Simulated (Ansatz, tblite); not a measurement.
Cost and result up the ladder for B(NHMe2)Cl3 (C2H7BCl3N) (14 atoms). Charge 0, multiplicity 1. Geometry: PBE-D4/def2-SVP.

Cartesian coordinates in Å:
```
B 0.000 1.496 0.255
N 0.353 -0.107 0.049
C 0.132 -0.588 -1.343
C -0.323 -0.993 1.038
H 1.370 -0.131 0.239
H 0.703 0.056 -2.033
H -0.946 -0.490 -1.569
H 0.450 -1.644 -1.435
H 0.007 -2.040 0.896
H -0.079 -0.637 2.053
H -1.413 -0.909 0.878
Cl 1.053 2.400 -0.963
Cl 0.497 1.898 1.987
Cl -1.804 1.688 -0.053
```

Ansatz on 2 threads of AMD EPYC 7R13 on a shared host and a share (18 GiB) of an NVIDIA H100 80GB HBM3; xTB runs through tblite on one thread. Times are rough, summed over both states, and most runs start from the orbitals of an earlier one. PBE-QIDH/def2-TZVP serves as the yardstick here, not as an exact answer. Differences are given only for rows in sets of like size (and for xTB, whose basis is part of the method), since another set adds its own error. The other state is a doublet.

The xTB rows come from tblite. Correlated methods freeze 19 core orbitals. The rows differ in basis, and correlated rows in double-zeta sets carry the largest basis error. In CCSD on the charge 1 doublet the largest single amplitude is 0.43, so its Hartree–Fock determinant may place the open shell otherwise than the density functionals do.

Run but left out: HF/def2-SVP, MP2/def2-SVP (charge +1 doublet: a determinant that CCSD turns far, T1 0.058).

Correlated methods converge slowly with the basis, most of all in double-zeta sets.

Raw xTB energies of ions are shifted by several eV.

```
             level  functions  wall time  vertical IE (eV)  difference from PBE-QIDH/def2-TZVP (eV)                        remarks
          GFN2-xTB         50    0.026 s             13.89                                     3.32                              –
          GFN1-xTB         57    0.027 s             14.70                                     4.13                              –
PBE-QIDH/def2-TZVP        277       19 s             10.57                                     0.00                              –
 PBE0-D4/def2-TZVP        277       20 s              9.96                                    -0.61                              –
  PBE-D4/def2-TZVP        277       21 s              9.45                                    -1.12                              –
  CCSD(T)/def2-SVP        145       26 s              9.94                                        –  large T1 (0.058) (+1 doublet)
```
